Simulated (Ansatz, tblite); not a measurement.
Adding an electron: the cluster Ca₃⁺ (the lowest doublet isomer of a short search). Total charge 1; doublet. Geometry: PBE0/def2-TZVP. Ansatz, gas phase; energy differences of separate SCF runs; the reduced species is a singlet (the triplet lies 0.51 eV higher at PBE0/def2-TZVP).

| atom | x (Å) | y (Å) | z (Å) |
| --- | --- | --- | --- |
| Ca1 | 0.787 | -2.174 | 0.605 |
| Ca2 | -1.799 | 0.637 | -1.439 |
| Ca3 | 1.012 | 1.537 | 0.834 |

The xTB rows come from tblite. The structure comes from a short search, and lower isomers may exist.

```json
{"level": "GFN1-xTB", "−HOMO (eV)": "–", "−LUMO (eV)": "–", "vertical EA (eV)": "8.73", "HOMO–LUMO gap (eV)": "–", "remarks": "–"}
{"level": "GFN2-xTB", "−HOMO (eV)": "–", "−LUMO (eV)": "–", "vertical EA (eV)": "6.06", "HOMO–LUMO gap (eV)": "–", "remarks": "–"}
{"level": "PBE/def2-TZVP", "−HOMO (eV)": "6.82", "−LUMO (eV)": "6.27", "vertical EA (eV)": "4.71", "HOMO–LUMO gap (eV)": "0.55", "remarks": "–"}
{"level": "r2SCAN/def2-TZVP", "−HOMO (eV)": "6.79", "−LUMO (eV)": "5.79", "vertical EA (eV)": "4.52", "HOMO–LUMO gap (eV)": "1.00", "remarks": "spin-contaminated (⟨S²⟩ 1.04) (+1 doublet)"}
{"level": "PBE0/def2-TZVP", "−HOMO (eV)": "7.33", "−LUMO (eV)": "5.71", "vertical EA (eV)": "4.67", "HOMO–LUMO gap (eV)": "1.61", "remarks": "–"}
```

  HOMO and LUMO are the levels of the spin that leaves or enters (xTB has no such levels and no spin-polarisation term). Other spin states of the ions may lie lower, which would lower the ionisation energy or raise the affinity. Raw xTB energy differences between charge states are shifted by several eV; the methods need an empirical correction for them.
